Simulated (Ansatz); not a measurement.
Consider the redistribution: `B[SiH](C)BF` + `[SiH3]C[SiH2]Br` → `B[SiH](C)B[SiH3]` + `FC[SiH2]Br`.

Isolated molecules relaxed with PBE0-D4/def2-TZVP in Ansatz; ΔE leaves out vibrations. CBS: MP2 limit from def2 TZ/QZ plus the TZ coupled-cluster correction, frozen cores. Functionals use def2-TZVPP. B3LYP here is the variant with VWN-RPA as its local correlation; programs differ in this. For Br outer-core shells are correlated without core-valence functions, which leaves a few kJ/mol of doubt a bond. Scalar relativity is left out up to krypton. Each species was taken in one conformer, which may not be the lowest.

`B[SiH](C)BF`:

Cartesian coordinates in Å:
```
B 0.788 0.072 -1.780
Si 0.060 0.513 0.030
C 0.896 -0.348 1.478
B -1.904 -0.006 -0.166
F -2.358 -1.112 0.404
H 1.460 -0.899 -1.976
H 0.500 0.742 -2.729
H 0.060 1.998 0.215
H 0.846 -1.432 1.351
H 0.411 -0.095 2.423
H 1.947 -0.064 1.550
H -2.706 0.630 -0.799
```

`[SiH3]C[SiH2]Br`:

Cartesian coordinates in Å:
```
Si -1.417 -0.157 -0.844
C -0.294 0.349 0.573
Si 1.487 -0.118 0.333
Br 2.705 0.544 2.079
H -1.376 -1.631 -1.028
H -2.819 0.253 -0.568
H -0.970 0.489 -2.106
H -0.358 1.434 0.706
H -0.658 -0.114 1.496
H 1.645 -1.588 0.225
H 2.056 0.539 -0.867
```

`B[SiH](C)B[SiH3]`:

Cartesian coordinates in Å:
```
B -0.448 1.541 1.691
Si -0.198 1.147 -0.261
C -1.676 0.339 -1.097
B 1.422 -0.024 -0.100
Si 1.329 -2.026 -0.101
H 0.230 2.359 2.238
H -1.226 0.923 2.358
H 0.190 2.403 -0.975
H -1.966 -0.568 -0.560
H -1.443 0.061 -2.127
H -2.535 1.012 -1.114
H 2.470 0.503 0.142
H 0.219 -2.578 -0.925
H 2.592 -2.710 -0.494
H 1.041 -2.380 1.326
```

`FC[SiH2]Br`:

```xyz
8

F    -1.647    1.139    0.118
C    -0.943   -0.039    0.340
Si    0.810    0.151   -0.338
Br    1.855   -1.770    0.058
H    -1.470   -0.861   -0.155
H    -0.930   -0.243    1.415
H     1.535    1.236    0.361
H     0.792    0.387   -1.799
```

| level | ΔE (kJ/mol) | difference from CCSD(T)/CBS |
| --- | --- | --- |
| PBE-D4 | 250.8 | -18.9 |
| r2SCAN-D4 | 263.7 | -6.0 |
| PBE0-D4 | 259.0 | -10.7 |
| B3LYP-D4 | 261.1 | -8.6 |
| ωB97X-V | 262.6 | -7.1 |
| ωB97M-V | 270.6 | 0.9 |
| B2PLYP | 271.0 | 1.3 |
| r2SCAN | 264.0 | -5.7 |
| PBE0 | 259.7 | -10.0 |
| B3LYP | 262.0 | -7.7 |
| HF/def2-TZVPP | 271.8 | 2.1 |
| SCS-MP2/def2-TZVPP | 278.9 | 9.2 |
| CCSD/def2-TZVPP | 269.9 | 0.2 |
| MP2/def2-QZVPP | 286.6 | 16.9 |
| HF/CBS(def2) | 272.6 | 2.9 |
| MP2/CBS(def2) | 286.3 | 16.6 |
| CCSD(T)/CBS | 269.7 | 0 |

Largest T1 diagnostic among the species: 0.015.

From PBE to PBE0 (25 % exact exchange), in def2-TZVPP and without D4, ΔE moves by +8.3 kJ/mol.
